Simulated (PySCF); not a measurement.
Atom-mapped SMILES (the numbers label the heavy atoms): `[CH3:1][Si:2]([CH3:3])([CH3:4])[c:5]1[cH:6][n:7][n:8][nH:9]1`. Each H is labelled by its parent atom.

PySCF calculation with structure optimised with PBE0-D3(BJ)/def2-SVP and shielding tensors at KT2/pcSseg-1 (GIAO); one computed conformer, averaged over atoms made equivalent by symmetry, fast rotation or ring inversion, non-relativistic, no solvent model.

**Question.** Predict the 2D correlation tables (HSQC, COSY, HMBC).

**Answer.** 

HSQC (one-bond C–H):
```tsv
δH	δC
7.51 (H(C6))	130.9 (C6)
0.34 (H(C1)/H(C3)/H(C4))	-0.4 (C1/C3/C4)
```

HMBC (two and three bonds, from the bond graph; two-bond peaks within aromatic rings are usually weak or absent):
```tsv
δH	δC
7.51 (H(C6))	123.9 (C5)
0.34 (H(C1)/H(C3)/H(C4))	123.9 (C5), -0.4 (C1/C3/C4)
```

No COSY cross peaks are expected.

Shifts are taken against calculated references (same method and geometry level): TMS for 1H (σ = 31.18 ppm), 13C (σ = 183.22 ppm).

OH and NH positions are those of a molecule without intermolecular hydrogen bonds; in solution they move with solvent, concentration and temperature, and exchange usually removes their couplings. Shifts are as computed. Against solution values, carbons near 30 ppm lie about +2 ppm off and those near 130 ppm about -5 ppm (rms about the fit 1.2 ppm; single classes can miss by 10 ppm). Of 1328 compounds with measured shifts, 309 miss one by over three times the rms of a fit or turn the order of signals round; such compounds aren't used in these exercises. Signals without a measured value on file couldn't be tested in this way.
